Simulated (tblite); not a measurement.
A geometry optimisation, step by step.

Diphenylsilylene, C12H10Si (singlet state).
Numbering: `[cH:1]1[cH:2][cH:3][c:4]([Si:5][c:6]2[cH:7][cH:8][cH:9][cH:10][cH:11]2)[cH:12][cH:13]1` (hydrogens: H14 on C1; H15 on C2; H16 on C3; H17 on C7; H18 on C8; H19 on C9; H20 on C10; H21 on C11; H22 on C12; H23 on C13)
Bond orders are those of one Lewis drawing.

Computed with GFN2-xTB (tblite), gas phase: L-BFGS steps from a force-field or distance-geometry start until the largest atomic force falls under 0.01 eV/Å. 5 of its 85 geometries are shown.

Step 0: E = -881.9078 eV, largest atomic force 2.342 eV/Å
```
atom  x, y, z in Å  |  force x, y, z in eV/Å
C1     -3.748    0.476   -0.664   -0.215   0.167  -0.066
C2     -2.765    1.289   -0.169    1.114   0.447   0.714
C3     -1.634    0.719    0.460   -1.213   1.893  -0.655
C4     -1.484   -0.634    0.581    0.245  -0.084  -0.243
Si5    -0.013   -1.395    1.409   -0.209  -1.285   1.547
C6      1.466   -0.590    0.689    1.003   0.632  -1.060
C7      1.868    0.693    1.022   -0.093   0.800   0.599
C8      2.997    1.293    0.488   -0.379  -0.608  -0.019
C9      3.760    0.598   -0.421    0.156  -0.165  -0.222
C10     3.389   -0.698   -0.786    0.204   0.651   0.222
C11     2.263   -1.274   -0.237    0.135  -0.029  -0.011
C12    -2.478   -1.445    0.090   -1.531  -0.463  -0.745
C13    -3.598   -0.890   -0.518    0.049  -0.083  -0.085
H14    -4.619    0.921   -1.143    0.169  -0.289   0.086
H15    -2.856    2.382   -0.244    0.133  -0.550   0.042
H16    -0.912    1.428    0.837    0.226  -0.168   0.079
H17     1.309    1.301    1.744    0.013  -0.446  -0.198
H18     3.243    2.284    0.787    0.221   0.518   0.098
H19     4.640    1.067   -0.849   -0.099  -0.168   0.005
H20     4.025   -1.194   -1.496   -0.091  -0.370  -0.141
H21     1.981   -2.278   -0.518    0.001  -0.102  -0.068
H22    -2.454   -2.531    0.139    0.312   0.214   0.157
H23    -4.385   -1.495   -0.920   -0.151  -0.511  -0.035
```

Step 21: E = -882.1748 eV, largest atomic force 0.036 eV/Å
```
atom  x, y, z in Å  |  force x, y, z in eV/Å
C1     -3.748    0.477   -0.658    0.011   0.009  -0.012
C2     -2.755    1.302   -0.157    0.019   0.015   0.012
C3     -1.637    0.755    0.444   -0.006  -0.002   0.001
C4     -1.481   -0.626    0.557    0.023  -0.009   0.010
Si5    -0.025   -1.377    1.542   -0.010  -0.001  -0.035
C6      1.460   -0.571    0.661    0.000   0.007   0.007
C7      1.865    0.710    1.036   -0.005  -0.003   0.027
C8      2.991    1.296    0.491   -0.005  -0.005   0.019
C9      3.758    0.600   -0.428   -0.012   0.002  -0.007
C10     3.389   -0.683   -0.795   -0.011  -0.002   0.008
C11     2.254   -1.260   -0.255   -0.017  -0.003   0.019
C12    -2.498   -1.439    0.057    0.016  -0.005   0.017
C13    -3.614   -0.897   -0.553    0.014  -0.010   0.012
H14    -4.621    0.903   -1.129   -0.024   0.013  -0.007
H15    -2.852    2.376   -0.234   -0.009   0.013  -0.011
H16    -0.869    1.413    0.828   -0.017  -0.007  -0.008
H17     1.291    1.255    1.776    0.007  -0.006  -0.002
H18     3.273    2.295    0.791    0.022   0.021  -0.007
H19     4.641    1.055   -0.851    0.016  -0.001  -0.008
H20     3.995   -1.235   -1.500   -0.030  -0.012  -0.012
H21     1.975   -2.265   -0.546   -0.006   0.007  -0.009
H22    -2.409   -2.514    0.143    0.022   0.002   0.001
H23    -4.389   -1.544   -0.937    0.000  -0.022  -0.014
```

Step 42: E = -882.1853 eV, largest atomic force 0.047 eV/Å
```
atom  x, y, z in Å  |  force x, y, z in eV/Å
C1     -3.723    0.433   -0.706    0.005   0.008   0.006
C2     -2.767    1.293   -0.190    0.001  -0.004   0.043
C3     -1.649    0.783    0.443    0.009  -0.006   0.019
C4     -1.457   -0.592    0.572    0.005  -0.007   0.013
Si5    -0.040   -1.299    1.638   -0.002   0.017   0.014
C6      1.451   -0.522    0.747   -0.005  -0.004  -0.014
C7      1.938    0.725    1.135   -0.010  -0.002   0.003
C8      3.055    1.274    0.534    0.015  -0.029   0.034
C9      3.718    0.576   -0.461    0.018   0.003   0.019
C10     3.257   -0.671   -0.851    0.029  -0.003   0.036
C11     2.142   -1.216   -0.243    0.000   0.005  -0.012
C12    -2.424   -1.439    0.037    0.003  -0.004   0.000
C13    -3.542   -0.936   -0.601   -0.008   0.006   0.015
H14    -4.608    0.829   -1.182    0.007  -0.001  -0.022
H15    -2.900    2.364   -0.266   -0.001  -0.018  -0.030
H16    -0.908    1.461    0.846   -0.016   0.025   0.004
H17     1.434    1.270    1.923    0.000   0.005   0.001
H18     3.416    2.242    0.857    0.004  -0.009  -0.040
H19     4.603    0.995   -0.918   -0.016   0.016  -0.033
H20     3.780   -1.223   -1.621   -0.019   0.009   0.008
H21     1.795   -2.199   -0.536    0.003   0.009  -0.041
H22    -2.288   -2.509    0.118   -0.030  -0.016   0.015
H23    -4.287   -1.613   -0.996    0.007   0.001  -0.037
```

Step 63: E = -882.1965 eV, largest atomic force 0.047 eV/Å
```
atom  x, y, z in Å  |  force x, y, z in eV/Å
C1     -3.661    0.367   -0.807    0.007  -0.017  -0.006
C2     -2.794    1.271   -0.215   -0.011  -0.006  -0.019
C3     -1.709    0.817    0.510   -0.003   0.011   0.002
C4     -1.466   -0.547    0.668   -0.025   0.003  -0.017
Si5    -0.052   -1.164    1.790    0.020  -0.017   0.021
C6      1.433   -0.453    0.828    0.006  -0.030  -0.005
C7      2.058    0.717    1.252    0.008  -0.013  -0.019
C8      3.159    1.221    0.584    0.011  -0.003  -0.013
C9      3.678    0.544   -0.508    0.009  -0.004  -0.004
C10     3.092   -0.640   -0.922   -0.011   0.003   0.000
C11     1.981   -1.130   -0.261    0.008  -0.015  -0.003
C12    -2.354   -1.440    0.073   -0.017  -0.006  -0.008
C13    -3.431   -0.992   -0.670   -0.004  -0.005  -0.002
H14    -4.514    0.720   -1.371    0.033  -0.006   0.000
H15    -2.964    2.333   -0.326   -0.001   0.013   0.010
H16    -1.034    1.531    0.961    0.012   0.024   0.015
H17     1.678    1.241    2.119   -0.044   0.017  -0.004
H18     3.618    2.141    0.917    0.002  -0.003   0.007
H19     4.540    0.935   -1.029   -0.002  -0.001   0.008
H20     3.502   -1.182   -1.764   -0.018   0.019   0.012
H21     1.529   -2.056   -0.593   -0.013   0.020   0.000
H22    -2.194   -2.505    0.189    0.019   0.008  -0.008
H23    -4.099   -1.702   -1.140    0.016   0.010   0.033
```

Step 84: E = -882.2007 eV, largest atomic force 0.009 eV/Å
```
atom  x, y, z in Å  |  force x, y, z in eV/Å
C1     -3.592    0.317   -0.879    0.002   0.001  -0.002
C2     -2.802    1.259   -0.240    0.000   0.001   0.002
C3     -1.751    0.852    0.560   -0.001  -0.001   0.000
C4     -1.464   -0.500    0.738    0.003   0.000   0.004
Si5    -0.061   -1.075    1.896    0.004   0.000  -0.001
C6      1.411   -0.416    0.876    0.004  -0.004  -0.002
C7      2.121    0.701    1.311   -0.005  -0.001   0.000
C8      3.218    1.167    0.612   -0.003  -0.004  -0.001
C9      3.639    0.512   -0.533   -0.003  -0.003  -0.001
C10     2.953   -0.608   -0.975   -0.002   0.003   0.001
C11     1.852   -1.066   -0.275   -0.002   0.001   0.005
C12    -2.279   -1.432    0.100    0.008   0.003   0.000
C13    -3.326   -1.031   -0.709    0.002   0.000   0.001
H14    -4.412    0.633   -1.506   -0.002   0.003  -0.002
H15    -3.005    2.313   -0.370   -0.001  -0.002   0.002
H16    -1.136    1.595    1.052   -0.001  -0.001  -0.003
H17     1.801    1.215    2.209    0.002  -0.002   0.000
H18     3.750    2.041    0.963    0.000   0.000  -0.003
H19     4.500    0.871   -1.078   -0.002   0.001  -0.005
H20     3.276   -1.121   -1.870    0.000   0.000   0.008
H21     1.321   -1.940   -0.629    0.003   0.006   0.004
H22    -2.079   -2.488    0.233   -0.002  -0.001  -0.004
H23    -3.939   -1.771   -1.204   -0.002   0.000  -0.002
```

Problem. Summarise the path.

Solution. The energy falls by 28.26 kJ/mol from step 0 to step 84; nine tenths of that is first reached at step 12. It falls at every step. The largest force goes from 2.342 to 0.009 eV/Å. Among the bonds Si5–C6 changes most, from 1.831 to 1.907 Å; the atoms move by 0.447 Å rms after alignment.

Problem. Follow the three bonds and two angles with the largest change from start to end.

Solution. 
| step | E above end (kJ/mol) | largest force (eV/Å) | Si5–C6 (Å) | C4–Si5 (Å) | C2–C3 (Å) | C4–Si5–C6 (°) | C4–C12–H22 (°) |
| --- | --- | --- | --- | --- | --- | --- | --- |
| 0 | 28.26 | 2.342 | 1.831 | 1.851 | 1.415 | 106.6 | 123.9 |
| 4 | 4.39 | 0.206 | 1.909 | 1.921 | 1.382 | 101.5 | 120.3 |
| 7 | 3.23 | 0.120 | 1.907 | 1.913 | 1.384 | 101.4 | 119.2 |
| 11 | 2.83 | 0.058 | 1.906 | 1.912 | 1.382 | 101.5 | 119.1 |
| 15 | 2.65 | 0.035 | 1.904 | 1.910 | 1.382 | 101.2 | 119.3 |
| 18 | 2.57 | 0.033 | 1.905 | 1.910 | 1.382 | 101.1 | 119.4 |
| 22 | 2.47 | 0.038 | 1.905 | 1.911 | 1.382 | 100.8 | 119.4 |
| 26 | 2.30 | 0.062 | 1.903 | 1.907 | 1.382 | 100.6 | 119.2 |
| 29 | 2.19 | 0.027 | 1.903 | 1.910 | 1.382 | 100.4 | 119.1 |
| 33 | 2.08 | 0.065 | 1.902 | 1.908 | 1.382 | 100.1 | 119.2 |
| 37 | 1.90 | 0.048 | 1.902 | 1.908 | 1.382 | 99.8 | 119.2 |
| 40 | 1.64 | 0.078 | 1.902 | 1.912 | 1.383 | 99.6 | 119.0 |
| 44 | 1.37 | 0.063 | 1.903 | 1.906 | 1.382 | 99.7 | 119.2 |
| 47 | 1.17 | 0.050 | 1.903 | 1.908 | 1.382 | 99.7 | 119.3 |
| 51 | 1.01 | 0.047 | 1.905 | 1.909 | 1.382 | 99.7 | 119.5 |
| 55 | 0.82 | 0.056 | 1.906 | 1.909 | 1.382 | 99.9 | 119.4 |
| 58 | 0.66 | 0.066 | 1.907 | 1.914 | 1.383 | 99.7 | 119.1 |
| 62 | 0.45 | 0.043 | 1.907 | 1.908 | 1.382 | 99.2 | 119.4 |
| 66 | 0.32 | 0.041 | 1.905 | 1.910 | 1.382 | 99.2 | 119.3 |
| 69 | 0.18 | 0.045 | 1.906 | 1.909 | 1.382 | 98.7 | 119.5 |
| 73 | 0.09 | 0.030 | 1.907 | 1.908 | 1.382 | 98.4 | 119.4 |
| 77 | 0.04 | 0.018 | 1.906 | 1.908 | 1.382 | 98.2 | 119.2 |
| 80 | 0.01 | 0.019 | 1.906 | 1.907 | 1.382 | 98.0 | 119.3 |
| 84 | 0.00 | 0.009 | 1.907 | 1.908 | 1.382 | 98.0 | 119.3 |

The cost below is that of the whole relaxation. The run took 1.1 s wall on an Arm Neoverse V1 with one thread (shared host).
